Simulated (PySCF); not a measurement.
Order these species by their calculated properties.

All species are isolated and taken at one optimised geometry, non-relativistic unless stated. Electronic properties by PySCF.

Dipoles, sizes and rotational constants follow the conformer. The torsions of the flexible species, by atom-mapped SMILES:
- `[CH3:1][CH:2]([CH3:3])[O:4][CH:5]([CH3:6])[CH3:7]`: C1–C2–O4–C5 -86°, C2–O4–C5–C6 153°
- `[CH2:1]=[C:2]1[CH2:3][CH:4]([NH:5][CH:6]=[O:7])[CH2:8]1`: C3–C4–N5–C6 129°, C4–N5–C6–O7 0°
- `[CH3:1][CH2:2][O:3][CH2:4][O:5]/[C:6]([F:7])=[CH:8]/[F:9]`: C1–C2–O3–C4 172°, C2–O3–C4–O5 68°, O3–C4–O5–C6 172°, C4–O5–C6–F7 10°
- `[CH3:1][CH2:2][O:3][CH2:4][CH:5]([CH3:6])[CH3:7]`: C1–C2–O3–C4 -71°, C2–O3–C4–C5 -171°, O3–C4–C5–C6 -65°
- `[CH2:1]=[CH:2][CH:3]([CH:4]=[CH2:5])[C:6]([NH2:7])=[O:8]`: C1–C2–C3–C4 -118°, C2–C3–C4–C5 118°, C2–C3–C6–N7 -121°, H–N7–C6–C3 180°, H–N7–C6–C3 0°
- `[O:1]=[CH:2][N:3]1[SiH2:4][NH:5][Si@H:6]1[PH2:7]`: O1–C2–N3–Si4 -171°, H–P7–Si6–N5 166°, H–P7–Si6–N5 73°

The conformers of `FC[C@@H]1CO[C@@H](F)CO1` aren't listed.

Problem. Rank by smallest rotational constant, lowest first (GFN2-xTB).
A. `C=C1CC(NC=O)C1`
B. `Cn1cc(F)c[n+]1C`
C. `CCOCO/C(F)=C/F`
D. `CC(C)OC(C)C`

Solution. C (0.550 GHz), A (0.974 GHz), B (1.195 GHz), D (1.364 GHz).

Problem. Rank by static isotropic polarisability, highest first (PBE0/def2-SVPD at GFN2-xTB geometries).
A. `Cn1cc(F)c[n+]1C`
B. `CCOCC(C)C`
C. `CCOCO/C(F)=C/F`
D. `C=C1CC(NC=O)C1`
E. `O=CN1[SiH2]N[Si@H]1P`
F. `O=C(N)C(C=C)C=C`

Solution. E (103.2 au), F (84.4 au), D (82.5 au), B (80.2 au), C (74.7 au), A (67.2 au).

Problem. Rank by lowest singlet excitation, lowest first (TDDFT PBE0/def2-SVPD at GFN2-xTB geometries).
A. `O=CN1[SiH2]N[Si@H]1P`
B. `C(=C)C(C=C)C(=O)N`
C. `O1[C@H](CO[C@@H](C1)CF)F`
D. `CC(C)OC(C)C`
E. `Cn1cc(c[n+]1C)F`
F. `CCOCC(C)C`

Solution. A (5.40 eV), B (5.59 eV), E (5.83 eV), D (6.77 eV), F (6.97 eV), C (7.08 eV).

Problem. Rank by lowest triplet excitation (Tamm–Dancoff), highest first (TDA PBE0/def2-SVPD at GFN2-xTB geometries).
A. `CC(C)OC(C)C`
B. `CCOCC(C)C`
C. `O=CN1[SiH2]N[Si@H]1P`
D. `CN1C=C(F)C=[N+]1C`
E. `CCOCO/C(F)=C/F`

Solution. B (6.83 eV), A (6.68 eV), C (4.92 eV), E (4.31 eV), D (4.14 eV).

Problem. Rank by HOMO energy, lowest first (PBE0/def2-SVPD at GFN2-xTB geometries).
A. `O=CN1[SiH2]N[Si@H]1P`
B. `Cn1cc(F)c[n+]1C`
C. `CCOCO/C(F)=C/F`
D. `FC[C@@H]1CO[C@@H](F)CO1`
E. `CC(C)OC(C)C`

Solution. B (-12.40 eV), D (-7.80 eV), A (-7.33 eV), E (-7.17 eV), C (-6.67 eV).

Problem. By how much do the two ends of that ranking differ?

Solution. By 5.73 eV, between `CCOCO/C(F)=C/F` and `Cn1cc(F)c[n+]1C`.

Problem. Rank by HOMO–LUMO gap, highest first (PBE0/def2-SVPD at GFN2-xTB geometries).
A. `FC[C@@H]1CO[C@@H](F)CO1`
B. `C(C)OCO/C(F)=C/F`
C. `C=C1CC(NC=O)C1`
D. `CC(C)OC(C)C`
E. `CCOCC(C)C`
F. `CN1C=C(F)C=[N+]1C`

Solution. A (8.42 eV), E (8.08 eV), D (7.88 eV), C (7.25 eV), B (7.08 eV), F (6.53 eV).

Problem. Give the two extremes of that set in kcal/mol.

Solution. `Cn1cc(F)c[n+]1C`: 151 kcal/mol; `FC[C@@H]1CO[C@@H](F)CO1`: 194 kcal/mol.
